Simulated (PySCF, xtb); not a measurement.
C₃H₅, SMILES C([CH2])=C (connectivity only; charge and spin as stated), charge +1, multiplicity 1.

Geometry: PBE0-D3(BJ)/def2-TZVP. The spin state was assumed, not searched. The isomer is the one that the SMILES or the coordinates give; other isomers of the formula were not compared.

Calculation: C-PCM-ωB97X/def2-SVP (PySCF).

The values are the electrostatic part of the solvation free energy, E(continuum) − E(gas) at the gas-phase geometry, in a cavity of scaled van der Waals radii (PySCF's table); cavitation and dispersion terms are not included. In vacuum the orbital gap is 10.30 eV.

```csv
solvent,ε,ΔG(elec) (kcal/mol),gap (eV)
water,78.36,-63.2,10.32
acetonitrile,35.69,-62.3,10.32
n-hexane,1.88,-30.0,10.31
```

For comparison, GFN2-xTB/ALPB(water) (xtb, at the GFN2-xTB geometry, all terms of that model) gives -63.3 kcal/mol.
